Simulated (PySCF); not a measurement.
Spin-Hamiltonian simulation

Molecule: SMILES COc1cccc(F)c1, C$_{7}$H$_{7}$FO.

Molfile (atoms numbered from 1):
```
C7H7FO
     RDKit          3D

 16 16  0  0  0  0  0  0  0  0999 V2000
    2.5593    0.5468    0.7437 C   0  0  0  0  0  0  0  0  0  0  0  0
    1.6694   -0.5249    0.6033 O   0  0  0  0  0  0  0  0  0  0  0  0
    0.3580   -0.2636    0.4506 C   0  0  0  0  0  0  0  0  0  0  0  0
   -0.4902   -1.3734    0.3153 C   0  0  0  0  0  0  0  0  0  0  0  0
   -1.8555   -1.1845    0.1551 C   0  0  0  0  0  0  0  0  0  0  0  0
   -2.4106    0.0974    0.1250 C   0  0  0  0  0  0  0  0  0  0  0  0
   -1.5516    1.1766    0.2600 C   0  0  0  0  0  0  0  0  0  0  0  0
   -2.0460    2.4143    0.2357 F   0  0  0  0  0  0  0  0  0  0  0  0
   -0.1772    1.0282    0.4222 C   0  0  0  0  0  0  0  0  0  0  0  0
    2.5538    1.2039   -0.1439 H   0  0  0  0  0  0  0  0  0  0  0  0
    2.3311    1.1551    1.6367 H   0  0  0  0  0  0  0  0  0  0  0  0
    3.5603    0.1123    0.8569 H   0  0  0  0  0  0  0  0  0  0  0  0
   -0.0473   -2.3699    0.3406 H   0  0  0  0  0  0  0  0  0  0  0  0
   -2.5087   -2.0539    0.0508 H   0  0  0  0  0  0  0  0  0  0  0  0
   -3.4805    0.2673    0.0001 H   0  0  0  0  0  0  0  0  0  0  0  0
    0.4334    1.9245    0.5214 H   0  0  0  0  0  0  0  0  0  0  0  0
  1  2  1  0
  2  3  1  0
  3  4  2  0
  4  5  1  0
  5  6  2  0
  6  7  1  0
  7  8  1  0
  7  9  2  0
  9  3  1  0
  1 10  1  0
  1 11  1  0
  1 12  1  0
  4 13  1  0
  5 14  1  0
  6 15  1  0
  9 16  1  0
M  END
```

Calculated, not measured (PySCF 2.14.0 with density-fitted response routines): coordinates at the PBE0-D3(BJ)/def2-SVP level, CAM-B3LYP/pcSseg-1 with gauge-including orbitals, J couplings at B3LYP/pcJ-1 (spin–dipole term only in couplings to heteroatoms). No solvent, fast rotation and ring inversion assumed for equivalent nuclei, single conformer, non-relativistic.

Chemical shifts δ = σref − σ; 1H (σref 31.33) vs TMS, all at this level.

Shifts (ppm): F8 -105.3, H13 6.81, H14 7.30, H15 6.68, H16 6.31.
Couplings (Hz): F8–H13: -0.9; F8–H14: 6.1; F8–H15: 8.6; F8–H16: 11.6; H13–H14: 9.3; H13–H15: 0.7; H13–H16: 2.3; H14–H15: 9.1; H14–H16: 0.2; H15–H16: 2.1.

The 5-spin Hamiltonian (Zeeman plus full scalar coupling among like nuclei) was diagonalised exactly; lines are Lorentzian, 0.7 Hz wide, and the maxima above 3 % are listed with the tallest set to 100.

Q: Give the 1H peak list of this spin system at 300 MHz.

A: 
| Hz | ppm | height |
| --- | --- | --- |
| 2202.5 | 7.342 | 46 |
| 2196.4 | 7.321 | 48 |
| 2193.3 | 7.311 | 97 |
| 2187.2 | 7.291 | 97 |
| 2184.1 | 7.280 | 59 |
| 2178.0 | 7.260 | 58 |
| 2049.4 | 6.831 | 42 |
| 2048.7 | 6.829 | 67 |
| 2047.9 | 6.826 | 50 |
| 2047.2 | 6.824 | 51 |
| 2046.4 | 6.821 | 69 |
| 2045.6 | 6.819 | 44 |
| 2040.1 | 6.800 | 38 |
| 2039.4 | 6.798 | 59 |
| 2038.6 | 6.795 | 44 |
| 2037.9 | 6.793 | 45 |
| 2037.1 | 6.790 | 61 |
| 2036.3 | 6.788 | 39 |
| 2014.1 | 6.714 | 36 |
| 2013.5 | 6.712 | 37 |
| 2012.0 | 6.707 | 39 |
| 2011.4 | 6.705 | 37 |
| 2005.0 | 6.683 | 67 |
| 2002.9 | 6.676 | 69 |
| 1996.5 | 6.655 | 33 |
| 1995.8 | 6.652 | 34 |
| 1994.4 | 6.648 | 35 |
| 1993.7 | 6.646 | 33 |
| 1901.0 | 6.337 | 56 |
| 1898.8 | 6.329 | 100 |
| 1896.6 | 6.322 | 53 |
| 1889.4 | 6.298 | 56 |
| 1887.2 | 6.291 | 100 |
| 1885.0 | 6.283 | 53 |

Q: And at 500 MHz?

A: 
Hz from δ = 0 (height): 3662.4 (48), 3656.3 (50), 3653.2 (98), 3647.1 (98), 3644.0 (57), 3637.9 (55), 3411.5 (42), 3410.7 (65), 3410.0 (49), 3409.2 (49), 3408.5 (66), 3407.7 (43), 3402.2 (39), 3401.4 (61), 3400.7 (46), 3399.9 (46), 3399.2 (61), 3398.4 (40), 3350.2 (36), 3349.5 (37), 3348.1 (38), 3347.4 (36), 3341.0 (68), 3338.9 (69), 3332.5 (34), 3331.8 (34), 3330.4 (35), 3329.7 (34), 3163.0 (55), 3160.8 (100), 3158.6 (54), 3151.4 (56), 3149.2 (100), 3147.0 (53)

Q: Among coupled protons with different shifts, which pair is furthest from first order, and how does the field change that?

A: H13 and H14: Δν/J is about 15.8 at 300 MHz (close to first order) and 26.3 at 500 MHz (close to first order). J in Hz doesn't depend on the field, while Δν in Hz grows in proportion to it.

Unscaled 3J(H,H) at this level run about 10 % above measured values.
